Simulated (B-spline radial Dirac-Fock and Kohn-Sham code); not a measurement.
# Scattering functions of Sb²³⁺

System: Sb²³⁺ in the configuration [Ar] 3d10.

Level of theory: Dirac-Fock orbitals of the configuration average with a finite nucleus; an atomic code on a B-spline grid. f₀ is the Fourier transform of the spherical electron density, S the Waller-Hartree incoherent function, and s = sin θ/λ.

```csv
s (Å⁻¹),f₀,S
0,28.000,0.000
0.09,27.875,0.105
0.11,27.813,0.157
0.14,27.698,0.253
0.17,27.556,0.371
0.2,27.389,0.511
0.25,27.053,0.790
0.3,26.650,1.122
0.36,26.086,1.585
0.43,25.325,2.202
0.52,24.210,3.096
0.63,22.686,4.296
0.77,20.591,5.914
0.93,18.140,7.775
1.12,15.366,9.873
1.35,12.453,12.140
1.64,9.661,14.535
1.98,7.543,16.771
2.39,6.111,18.855
2.89,5.142,20.778
3.5,4.284,22.513
4.23,3.371,23.975
5.11,2.486,25.112
```

f₀ starts at the number of electrons, 28, and has fallen to half at s ≈ 1.23 Å⁻¹. The sum of ⟨r²⟩ over the electrons is 2.106 bohr².

Values without a named source are computed, but for edge energies of neutral atoms, which are taken from tables.
